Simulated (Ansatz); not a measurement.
Reactions of C$_{3}$H$_{7}$NO$_{2}$ (`COCC(=N)O`).

Program: Ansatz. Geometries: PBE0-D4/def2-TZVP. ΔE: electronic, gas phase. CCSD(T)/CBS is the MP2 limit (def2-TZVPP, def2-QZVPP) plus CCSD(T) − MP2 in def2-TZVPP, frozen cores. This one scheme is used for every species. Functionals use def2-TZVPP. For Ge outer-core shells are correlated without core-valence functions, which leaves a few kJ/mol of doubt a bond. Scalar relativity is left out up to krypton. Each species was taken in one conformer, which may not be the lowest.

```csv
reaction,ωB97M-V (kJ/mol)
`COCC(=N)O` + `NC[SiH2]N` → `CN[SiH2]CN` + `N=C(O)CO`,10
`COCC(=N)O` + CH₃NH₂ → `CNCOC` + `N=CO`,20
`COCC(=N)O` + `C[O][GeH]([NH2])[Cl]` → `C[NH][GeH]([Cl])[O]C` + `N=C(O)CO`,5
`COCC(=N)O` + H₂O → `N=C(O)CO` + CH₃OH,23
```

Problem. Give the CCSD(T)/CBS values in the same order. (An estimate is asked.)

Solution. The calculation gave: 9, 21, 3, 26 kJ/mol.

Largest T1 diagnostic: 0.014, for `N=CO`.
